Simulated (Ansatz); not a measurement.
One geometry of K2H2, several levels of theory.

```yaml
crystal:
  periodic: [false, false, false]
  atoms:
    - {symbol: K, position_ang: [-1.775905, 0.219692, 0.142810]}
    - {symbol: K, position_ang: [1.776015, -0.219667, -0.141435]}
    - {symbol: H, position_ang: [-0.209868, -1.716107, 0.047892]}
    - {symbol: H, position_ang: [0.209757, 1.716081, -0.049266]}
basis:
  gaussian: {orbitals: STO-3G}
hamiltonian: {xc: hf}
scf: {omitted_lower_state_checks: [starts]}
output: {orbitals: {seedname: orbitals}}
```

The file start.molden holds the orbitals of an earlier run on this structure, at another level or in another basis.

```sh
$ ansatz run in.yaml --threads 4 --pin off --events-out ev --progress --plain --max-ram 3916MiB
```

Output, abridged:

```
Functional definition: HF
345 factors; integrals over basis functions are off by at most 2.9e-4 eV
mean field evaluation 1: about -32304.2854 eV, gradient 9.3e0 eV
mean field evaluation 2: about -32304.4669 eV, gradient 9.7e0 eV
mean field evaluation 4: about -32305.1786 eV, gradient 3.3e-1 eV
mean field evaluation 8: about -32305.1814 eV, gradient 7.1e-5 eV
mean field -32305.18143063 eV, -1187.1935203374 hartree, gradient 8.9e-5 eV, S^2 0.000000; 0 other end points of the search recorded, 0 dependent functions left out
reference -32305.18143063 eV, -1187.1935203374 hartree; 20, 20 occupied and 8, 8 virtual orbitals, 345 factors
Total energy: -32305.18143063 eV, -1187.1935203374 hartree
Checks for a lower state left out: starts
```

The first input with `gaussian: {orbitals: def2-SVP, initial_orbitals: start.molden}`, `hamiltonian: {xc: pbe, dispersion: d4}` (abridged; 0.85 s):

```
Functional definition: PBE
mean field -32664.54611433 eV, -1200.3999288771 hartree, gradient 4.3e-5 eV, S^2 0.000000
Total energy: -32664.65398520 eV, -1200.4038930585 hartree
Checks for a lower state left out: starts
```

First input, but with `gaussian: {orbitals: def2-TZVP, initial_orbitals: start.molden}`, `hamiltonian: {xc: pbe}`, `correlation: {method: rpa}` and without the key `output` (abridged; 1.6 s):

```
Functional definition: PBE
mean field -32668.93484010 eV, -1200.5612115745 hartree, gradient 5.6e-6 eV, S^2 0.000000
10 core orbitals not correlated: weight in the atoms' cores, before any rotation towards them, 1.000 or more for the frozen orbitals, at most 0.000 for the correlated occupied ones
Total energy: -32653.56821642 eV, -1199.9964985698 hartree
Checks for a lower state left out: starts
```

As the first input, with `gaussian: {orbitals: 6-31G}`, `hamiltonian: {xc: {name: B3LYP}, dispersion: d4}` (abridged; 1.4 s):

```
Functional definition: B3LYP
mean field evaluation 16: about -32680.1314 eV, gradient 4.1e-5 eV
mean field -32680.13135239 eV, -1200.9726758119 hartree, gradient 4.1e-5 eV, S^2 0.000000
Total energy: -32680.30774283 eV, -1200.9791580408 hartree
Checks for a lower state left out: starts
```

As the first input, with `gaussian: {orbitals: def2-TZVP, initial_orbitals: start.molden}`, `hamiltonian: {xc: pbe, dispersion: d4}` (abridged; 1.1 s):

```
Functional definition: PBE
mean field -32668.93484902 eV, -1200.5612119020 hartree, gradient 7.7e-6 eV, S^2 0.000000
Total energy: -32669.04271810 eV, -1200.5651760176 hartree
Checks for a lower state left out: starts
```

As the first input, with `gaussian: {orbitals: def2-TZVP, initial_orbitals: start.molden}`, `correlation: {method: mp2}` and without the key `hamiltonian` (abridged; 0.45 s):

```
Functional definition: HF
mean field -32638.01017708 eV, -1199.4247511696 hartree, gradient 6.2e-6 eV, S^2 0.000000
10 core orbitals not correlated: weight in the atoms' cores, before any rotation towards them, 1.000 or more for the frozen orbitals, at most 0.000 for the correlated occupied ones
second order -9.67866484 eV of doubles, -0.00000000 eV of singles
Total energy: -32647.68884191 eV, -1199.7804355419 hartree
Checks for a lower state left out: starts
```

The first input with `gaussian: {orbitals: 6-31G}` (abridged; 0.4 s):

```
Functional definition: HF
mean field -32636.05973533 eV, -1199.3530737574 hartree, gradient 3.5e-5 eV, S^2 0.000000
Total energy: -32636.05973533 eV, -1199.3530737574 hartree
Checks for a lower state left out: starts
```

Geometry: r2SCAN-D4/def2-TZVP.

The 6-31G sets use Cartesian d functions. B3LYP takes the VWN-RPA correlation. Correlated methods freeze 10 core orbitals; core or outer-core shells of K are correlated, in sets that lack core-valence functions. The structure comes from a short search, and lower isomers may exist.
